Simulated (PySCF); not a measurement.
## C₆ coefficients of unlike pairs at PBE

Calculated with PySCF 2.14 from the dipole response of each species, C₆(A,B) = (3/π) ∫ α_A(iu) α_B(iu) du, in atomic units, from isotropic polarisabilities. For ions this is the dispersion term alone; charge-induced terms of lower order in 1/R come first.

```json
{"species": "Tl", "configuration": "[Xe] 4f14 5d10 6s2 6p1 (2P)", "basis": "aug-cc-pVTZ-PP with ECP60MDF (6s5p4d2f)", "relativity": "core potential", "α (bohr³)": "85.56", "C₆ (like pair)": "881.8"}
{"species": "Al³⁺", "configuration": "[Ne] (1S)", "basis": "aug-cc-pVQZ-DK (7s6p4d3f2g)", "relativity": "spin-free X2C", "α (bohr³)": "0.1768", "C₆ (like pair)": "0.08711"}
{"species": "S²⁺", "configuration": "[Ne] 3s2 3p2 (3P)", "basis": "aug-cc-pCVTZ-DK with one added diffuse shell each of s, p, d, f type (9s8p6d4f)", "relativity": "spin-free X2C", "α (bohr³)": "7.277", "C₆ (like pair)": "26.37"}
{"species": "Cl³⁺", "configuration": "[Ne] 3s2 3p2 (3P)", "basis": "aug-cc-pwCVTZ (8s7p5d3f)", "relativity": "none", "α (bohr³)": "4.364", "C₆ (like pair)": "11.84"}
```

Estimate C₆ for Al³⁺ with Tl.

The integral gives 4.687. The combination rule 2 C_A C_B / (C_A α_B/α_A + C_B α_A/α_B) gives 3.494 and the geometric mean 8.764.

No spin-orbit coupling is included.

The other pairs:

| pair | C₆ |
| --- | --- |
| Cl³⁺, Al³⁺ | 0.8120 |
| Cl³⁺, Tl | 85.89 |
| S²⁺, Tl | 134.2 |
| Cl³⁺, S²⁺ | 17.56 |
| S²⁺, Al³⁺ | 1.123 |
